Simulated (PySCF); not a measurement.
C7H8O3.
Numbering: `[CH3:1][O:2][C:3]1([CH3:4])[C:5](=[O:6])[CH:7]=[CH:8][C:9]1=[O:10]`

Cartesian coordinates in Å at the GFN2-xTB level; atoms count from 1:
```xyz
18
C7H8O3 angstrom
C      2.242    0.104    0.614
O      1.467   -0.636   -0.303
C      0.098   -0.343   -0.323
C     -0.533   -1.251   -1.389
C     -0.644   -0.559    1.011
O     -0.387   -1.383    1.848
C     -1.690    0.484    1.066
C     -1.475    1.423    0.138
C     -0.260    1.120   -0.648
O      0.356    1.865   -1.362
H      1.917   -0.064    1.646
H      2.215    1.176    0.393
H      3.260   -0.261    0.495
H     -0.344   -2.287   -1.118
H     -1.604   -1.080   -1.463
H     -0.059   -1.046   -2.345
H     -2.495    0.445    1.780
H     -2.073    2.299   -0.052
```

Definitions: NICS(0) = −σiso at the ring centroid; NICS(1) = −σiso and NICS(1)zz = −σzz at ±1 Å along the ring normal z. Level: GIAO PBE0/pcSseg-1 (PySCF, non-relativistic, gas phase) on the GFN2-xTB geometry, one conformer.

Ring bond lengths (Å), with Mayer bond orders in brackets: C3–C5 1.542 (0.88), C5–C7 1.479 (0.99), C7–C8 1.337 (1.68), C8–C9 1.479 (0.99), C9–C3 1.541 (0.88).

Question: Give the NICS values of each ring in ppm.

Answer: 
| ring | type | NICS(0) | NICS(1), two faces | NICS(1)zz, two faces | rms pucker (Å) | centre to ring atoms, mean (Å) |
| --- | --- | --- | --- | --- | --- | --- |
| C3–C5–C7–C8–C9 | 5-membered carbocycle; formal bonds 1 double, 4 single | 6.0 | -2.2 / -2.9 | -2.0 / -4.8 | 0.10 | 1.25 |

Question: What do they say, and how far can they be read as aromaticity?

Answer: 
- C3–C5–C7–C8–C9: mean NICS(1)zz -3.4 ppm, shielded. C3 has four or more neighbours, and the NICS criterion for π rings isn't applied. NICS(0) lies 9 ppm above the mean NICS(1).

Question: List the ring angles and the Hirshfeld charges of the ring atoms.

Answer: 
- C3–C5–C7–C8–C9: C3 101.7° (+0.062 e), C5 105.9° (+0.148 e), C7 110.9° (-0.020 e), C8 110.9° (-0.020 e), C9 105.9° (+0.148 e); sum 535.3° against 540° for a flat convex ring.

The run took 49 s wall (grids of density and orbitals included) on an AMD EPYC 7B13 with one thread, on a shared host, and the process peaked at 0.94 GiB of memory. This is the whole shielding run at PBE0/pcSseg-1, SCF included.
